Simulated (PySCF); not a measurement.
C3H6F2Si, SMILES [C@H]1([SiH2]F)[C@@H](F)C1. Heavy atoms are numbered as in [F:1][SiH2:2][C@@H:3]1[CH2:4][C@@H:5]1[F:6]. Hydrogens are named by the atom that carries them.

The structure is a stationary point at PBE0-D3(BJ)/def2-SVP. The structure was generated by enumeration; whether it is a known compound was not checked. Other conformers were not sampled.

The numbers are results of PBE/def2-TZVP run with PySCF, not measurements.

ESP charges are fitted to the potential on shells at 1.4 to 2.0 van der Waals radii. Atomic charges (e), one atom of each kind:

```
atom        meta-Löwdin  ESP fit
----------  -----------  -------
F1                -0.49    -0.25
Si2 (SiH2)         0.91     0.43
C3 (CH)           -0.39    -0.21
C4 (CH2)          -0.25    -0.32
C5 (CH)            0.18     0.01
F6                -0.29    -0.16
H on Si2          -0.11    -0.07
H on C3            0.14     0.15
H on C4            0.13     0.15
H on C5            0.12     0.14
```

Computed Mayer and Wiberg (Löwdin basis) orders of the bonds:
```csv
bond,Mayer,Wiberg
F1–Si2,1.11,1.72
Si2–C3,1.00,1.10
C3–C4,0.95,1.22
C3–C5,0.91,1.23
C4–C5,0.99,1.28
C5–F6,1.08,1.68
```
